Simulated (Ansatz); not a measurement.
Cost and result up the ladder for nido-B5H9 (I for H, site b on B) (B₅H₈I) (14 atoms). Charge 0, multiplicity 1. Geometry: B3LYP-D4/def2-SVP.

Cartesian coordinates in Å:
```
B -0.1208 -1.2085 0.4121
B 0.8472 0.2257 0.9359
B 0.7060 -0.2224 -0.6964
B -0.9890 -0.1815 -0.7963
B -0.0211 1.2531 -0.2722
I 2.2141 -0.6967 -2.1830
H -0.0604 -2.3829 0.6244
H 1.8052 0.3809 1.6329
H -1.7336 -0.4036 -1.7041
H 0.1326 2.3600 -0.6952
H -0.0396 -0.5564 1.5978
H 0.0357 1.3018 1.0808
H -1.3504 0.9945 -0.2267
H -1.4260 -0.8640 0.2901
```

Ansatz on 4 threads of Arm Neoverse V2 on a shared host. Times are rough, and most runs start from the orbitals of an earlier one. CAM-B3LYP-D4/def2-TZVP serves as the yardstick here, not as an exact answer. Differences are given only for rows in sets of like size (and for xTB, whose basis is part of the method), since another set adds its own error. Binding counts from free atoms at the same level (B doublet, I doublet, H doublet; other spins of the atoms weren't run), without zero-point energy or a counterpoise term.

In the def2 sets I takes a core potential; there is no spin–orbit coupling. HSE06 is defined as in plane-wave codes, on full-range PBE exchange. Correlated methods freeze 9 core orbitals; core or outer-core shells of I are correlated, in sets that lack core-valence functions. The rows differ in basis, and correlated rows in double-zeta sets carry the largest basis error.

Correlated methods converge slowly with the basis, most of all in double-zeta sets.

| level | functions | wall time | binding energy per atom (eV) | difference from CAM-B3LYP-D4/def2-TZVP (eV) |
| --- | --- | --- | --- | --- |
| PBE-D4/def2-SVP | 136 | 1.8 s | 3.73 | – |
| PBE0-D4/def2-SVP | 136 | 2.1 s | 3.72 | – |
| PBE-D4/def2-TZVP (with forces) | 253 | 4.3 s | 3.70 | 0.10 |
| PBE0-D4/def2-TZVP | 253 | 4.6 s | 3.67 | 0.07 |
| MP2/def2-TZVP | 253 | 4.7 s | 3.55 | -0.05 |
| CAM-B3LYP-D4/def2-TZVP | 253 | 4.9 s | 3.60 | 0.00 |
| HSE06-D4/def2-TZVP | 253 | 5.5 s | 3.67 | 0.07 |
| r2SCAN-D4/def2-TZVP | 253 | 7 s | 3.68 | 0.07 |
| r2SCAN0-D4/def2-TZVP | 253 | 8 s | 3.65 | 0.05 |
| CCSD(T)/def2-SVP | 136 | 23 s | 3.45 | – |
